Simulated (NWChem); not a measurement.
H₃BO₂; SMILES OBO

```xyz
6

B     -0.4687    -0.0204     0.0000
H     -1.6792    -0.0123     0.0000
O      0.1556    -1.2191     0.0000
H      1.1155    -1.1202     0.0000
O      0.2730     1.1205     0.0000
H     -0.2651     1.9165     0.0000
```
Atoms are numbered in this order, from 1.

All runs: NWChem. Geometry optimised at PBE0/def2-SVP; all other runs use it.  Vzz has the sign of the potential's second derivative.

```tsv
quantity	level	value
Vzz O5 (a.u.)	B3LYP/def2-SVP	1.317
charge (e), ESP O3	B3LYP/def2-SVP	-0.63
anisotropy (bohr³) at 400 nm	PBE0/aug-cc-pVDZ	8.7
dipole (D)	OLYP/def2-SVP	1.60
vertical, lowest excitation, singlet (eV)	PBE/def2-SVP, full TDDFT	8.34
highest harmonic frequency (cm⁻¹)	PBE0/def2-SVP	3941
```
